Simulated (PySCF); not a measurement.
CH4Cl2Si.
SMILES: `ClC[SiH2]Cl`

Torsions of this conformer, `[Cl:1][CH2:2][SiH2:3][Cl:4]`: Cl1–C2–Si3–Cl4 180°.

The closed-shell ground state was solved at several levels (PySCF, density fitting, gas phase, non-relativistic). The structure is a single GFN2-xTB conformer in the gas phase; no vibrational or solvent corrections.

```tsv
level	basis functions	HOMO (eV)	LUMO (eV)	gap (eV)	dipole (D)
wB97X-D/def2-SVPD	130	-10.21	1.47	11.68	0.59
PBE0/pcSseg-1	109	-8.34	-0.03	8.31	0.49
```

(1) Estimate the row for PBE0/def2-SVPD, a basis of 130 functions; the other rows only guide the guess.

(2) Over all these levels, which gives the widest orbital gap and which the narrowest?

(3) How far do the dipole and the HOMO energy spread over the levels?

Answers

(1) HOMO -8.35 eV, LUMO -0.27 eV, gap 8.08 eV, dipole 0.57 D.

(2) wB97X-D/def2-SVPD (range-separated hybrid) has the widest, 11.68 eV, and PBE0/def2-SVPD (global hybrid, 25 % exact exchange) the narrowest, 8.08 eV. The two share the basis. From the narrowest to the widest the HOMO moves by -1.86 eV and the LUMO by +1.74 eV.

(3) The dipole runs from 0.49 to 0.59 D (mean 0.55 D) and the HOMO from -10.21 to -8.34 eV.
